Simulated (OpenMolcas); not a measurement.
Predicting a hybrid from its neighbours: GaCNCl2

GaCNCl2: 5 atoms, total charge 0, spin state singlet. As SMILES, `N#[C][Ga]([Cl])[Cl]`. Geometry: relaxed at PBE0-D4/def2-TZVP.

The vertical ionisation energy (to the doublet cation) y, in eV, basis cc-pVDZ; a is the functional's share of exact exchange. Programs: OpenMolcas 26.06.

| functional | program | a | y (eV) |
| --- | --- | --- | --- |
| r2SCAN | OpenMolcas | 0 | 11.63 |
| PBE | OpenMolcas | 0 | 11.25 |
| B3LYP | OpenMolcas | 0.2 | 11.72 |
| PBE0 | OpenMolcas | 0.25 | ? |
| BHLYP | OpenMolcas | 0.5 | 12.22 |

**Question.** Fit y = c + s·a to the known rows and predict PBE0.

**Answer.** 
1. Means of the 4 rows: a = 0.1750, y = 11.705.
2. Σ(Δa)² = 0.1675, Σ(Δa·Δy) = 0.2605, so the slope is 0.2605/0.1675 = 1.5552.
3. Intercept: 11.705 − (1.5552) × 0.1750 = 11.433. The largest residual of the fit is 0.20.
4. PBE0: 11.433 + (1.5552) × 0.25 = 11.82 eV.

The run gave 11.89 eV, so the prediction is off by -0.07 eV, within the largest residual. The rows mix families of semi-local functionals, which the line can't see.
